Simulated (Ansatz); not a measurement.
Stretching the C2–H3 bond in CH5NSi (SMILES C[Si]N) (multiplicity 1 held, fragments rigid). Energies count from the point at 1.093 Å.
Geometry at that point (charge 0, multiplicity 1):
```xyz
8

Si    -0.27696    -0.02987     0.65336
C      0.58142     1.33956    -0.37081
H      0.13316     2.31549    -0.16726
H      0.57863     1.17210    -1.45148
H      1.62575     1.40796    -0.04207
N     -0.21932    -1.29506    -0.50310
H      0.15769    -1.23076    -1.43932
H     -0.57108    -2.21853    -0.30037
```

R- and RO- levels are restricted; in cc, def2 and unpolarised 6-31G sets they are followed outwards from rest. U- levels take the lowest unrestricted solution at each point, which mixes spins at long bonds. Curves can end on different states.

Cores are frozen in the correlated methods.

Codes used: Ansatz (Gaussian basis) for Hartree–Fock, density functionals and correlated methods. Each number belongs to the level named beside it.

Question: One of these levels gives 87.42 kcal/mol for the energy at R = 3.498 Å. Which?
(A) R-SCS-MP2/cc-pV(D+d)Z
(B) U-MP2/cc-pV(D+d)Z
(C) U-HF/cc-pV(D+d)Z
(D) R-HF/cc-pV(D+d)Z

Answer: C, U-HF/cc-pV(D+d)Z. The others give 184.63 (R-HF/cc-pV(D+d)Z), 109.52 (U-MP2/cc-pV(D+d)Z), 138.70 (R-SCS-MP2/cc-pV(D+d)Z)

Doubts at one or more of the structures used: a restricted determinant that unrestricted orbitals would lower (R-HF/cc-pV(D+d)Z, R-SCS-MP2/cc-pV(D+d)Z); a spin-contaminated determinant (U-HF/cc-pV(D+d)Z, U-MP2/cc-pV(D+d)Z).

Ansatz is a quantum-chemistry and plane-wave program.
